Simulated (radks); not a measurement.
Task: Valence configurations of Te IV (all share [Kr]). Calculated with a radial shooting solver on a logarithmic mesh with Libxc functionals: Dirac Kohn-Sham, PBE, spin-unpolarised, spherical densities, point nucleus; open shells fill j = l - 1/2 first. Order these by energy: 4d9.5 5s2 5p1.5; 4d9 5s2 5p2; 4d9 5s1 5p3; 4d7 5s2 5p4; 4d10 5s2 5p1; 4d9 5p4; 4d9.5 5s1.5 5p2; 4d8 5s2 5p3; 4d10 5s1 5p2; 4d10 5p3.

Result: From the lowest, in eV above it: 4d10 5s2 5p1 0.000; 4d10 5s1 5p2 10.258; 4d9.5 5s2 5p1.5 20.168; 4d10 5p3 21.856; 4d9.5 5s1.5 5p2 25.421; 4d9 5s2 5p2 41.502; 4d9 5s1 5p3 53.655; 4d9 5p4 65.924; 4d8 5s2 5p3 89.175; 4d7 5s2 5p4 141.87. NIST lists [Kr] 4d10 5s2 5p1 as the ground configuration; this level of theory agrees among the configurations tried. The energies are those of spherical spin-averaged densities, not of single terms.
